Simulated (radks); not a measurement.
All-electron atom: Ho in [Xe] 4f(up 5.5, down 5.5) 6s2 (fractional occupations, a model configuration). All-electron calculation, scalar-relativistic Kohn-Sham, PBE, spin-polarised, spherical densities, point nucleus. Program: a radial shooting solver on a logarithmic mesh with Libxc functionals. Some entries of the table are withheld. Estimate them.

orbital  occ.  eigenvalue (eV)  <r^2> (bohr^2)
1s          2        -55500.96             (1)
2s          2              (2)             (3)
2p          6        -8223.458        0.007441
3s          2        -2073.377         0.06036
3p          6        -1749.560         0.06071
3d         10        -1339.004         0.05072
4s          2        -409.5323          0.3038
4p          6        -302.9947          0.3443
4d         10        -159.1567          0.4131
5s          2         -50.3785             (4)
5p          6         -25.8685           2.643
6s          2          -3.7892           18.87
4f         11          -3.1453           1.033

Answer. 
(1) 1s <r^2> (bohr^2): 0.0005880
(2) 2s eigenvalue (eV): -9283.323
(3) 2s <r^2> (bohr^2): 0.009167
(4) 5s <r^2> (bohr^2): 1.838
